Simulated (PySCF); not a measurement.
C₃H₇NOSi.
Numbering: `[O:1]=[C:2]1[CH2:3][CH2:4][NH:5][SiH2:6]1` (hydrogens: H7, H8 on C3; H9, H10 on C4; H11 on N5; H12, H13 on Si6)

The calculation used PBE0-D3(BJ)/def2-SVP geometry optimisation, gas phase in PySCF.

Question: What internal coordinates does the optimisation give?

Answer: 
```
            bond  length (Å)
           O1=C2       1.205
           C2–C3       1.524
           C3–C4       1.528
           C4–N5       1.458
          N5–Si6       1.731
          C2–Si6       1.942
    C3–H7, C3–H8       1.103
   C4–H9, C4–H10       1.106
          N5–H11       1.011
Si6–H12, Si6–H13       1.496
```

Bonds in one row agree within 0.01 Å and their mean is given. A selection of angles:
```
      angle  degrees
   O1–C2–C3    124.5
  O1–C2–Si6    129.3
  C3–C2–Si6    106.2
   C2–C3–C4    109.5
   C2–C3–H7    105.4
   C2–C3–H8    110.3
   C4–C3–H7    109.7
   C4–C3–H8    114.0
   H7–C3–H8    107.6
   C3–C4–N5    107.7
   C3–C4–H9    110.5
   N5–C4–H9    110.4
  N5–C4–H10    112.5
  H9–C4–H10    106.5
  C4–N5–Si6    115.4
  C4–N5–H11    115.6
 Si6–N5–H11    126.2
 N5–Si6–H12    114.1
 N5–Si6–H13    117.1
  C2–Si6–N5     90.7
 C2–Si6–H12    114.7
 C2–Si6–H13    111.9
H12–Si6–H13    107.7
```

Torsions: O1–C2–C3–C4 -156° (antiperiplanar); C2–C3–C4–N5 -35° (synclinal); C3–C4–N5–Si6 31° (synclinal); C4–N5–Si6–C2 -14° (synperiplanar); O1–C2–Si6–N5 173° (antiperiplanar). The mirror-image conformer, all signs reversed, is as good.

N5 (silicon-bound nitrogen) is almost planar (angles 126.2°, 115.6° and 115.4°, sum 357.2°, 0.13 Å off the plane of its three neighbours). The 5-membered ring C2–C3–C4–N5–Si6 has internal angles of 90.7° to 115.4°; it is puckered, 0.14 Å rms from its mean plane, widest ring torsion 35°. Si6 (SiH2 silicon) has angles from 90.7° to 117.1°.

Point group: C1 (no symmetry element, even within 0.4 Å). Whether it is a minimum is left open (no frequencies). The numbers are those of one conformer.
